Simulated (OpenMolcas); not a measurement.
**Levels of Ar III by method**

```
Program             : OpenMolcas
Basis               : ANO-R2 [5s4p3d1f]
Scalar Hamiltonian  : X2C, finite nucleus
Active space        : 4 electrons in 3 orbitals (3p)
State averaging     : 2S+1 = 3 even, 3 roots; 2S+1 = 1 even, 6 roots
Spin-orbit coupling : RASSI with atomic mean-field integrals over the reference wave functions, term energies averaged over their components
```

Methods on the same reference wave functions:
A. CASSCF
B. SS-CASPT2, IPEA 0.25 Eh, imaginary shift 0.1 Eh (closed shells correlated: 2s 2p 3s)

Energies in cm⁻¹ above 3s² 3p⁴ ³P₂, the measured ground level; measured values from Saloman, J. Phys. Chem. Ref. Data 39, 033101 (2010).

| Level | A | B | Measured |
| --- | --- | --- | --- |
| 3s² 3p⁴ ³P₂ | 0.0 | 0.0 | 0.0 |
| 3s² 3p⁴ ³P₁ | 1034 | 1039 | 1112 |
| 3s² 3p⁴ ³P₀ | 1486 | 1482 | 1570 |
| 3s² 3p⁴ ¹D₂ | 16961 | 14540 | 14010 |
| 3s² 3p⁴ ¹S₀ | 41469 | 35240 | 33266 |

Deviations, from unrounded energies. A percentage is the sum of absolute deviations over the sum of measured energies, with the sign that they share, or ± where signs differ.

```csv
Against measurement,Levels,A,B
mean absolute deviation (cm-1),4,2800,660
fine structure of the ground term (%),2,-6.0,-6.0
other terms of the ground configuration (%),2,+23.6,+5.3
```

B lies closest to measurement on these levels. The largest miss of B in the table is 3s² 3p⁴ ¹S₀, by +2000 cm-1. The ranking rests on the paired levels alone, and a cruder setting can come out closer through cancelling errors.

From A to B the spin-free energies of the other terms of 3s² 3p⁴ shown, above ³P, scale by a factor of 0.85.

The lowest spin-free term lies below A's lowest term by 0.335 hartree in B.

Term energies are means over components that CASPT2 splits; among the terms shown or strongly mixed into the levels shown the widest spread is 170 cm-1 (3s² 3p⁴ ¹D, B). With the s shell closed, the reference lacks s² → p² mixing. Measured partners are found by configuration, term and J. A level has none where our copy of the source lacks it or the pairing is in doubt (some pairs that miss far off the trend of their configuration count as doubtful), and it then counts in no deviation. Levels of configurations outside the active space are missing.
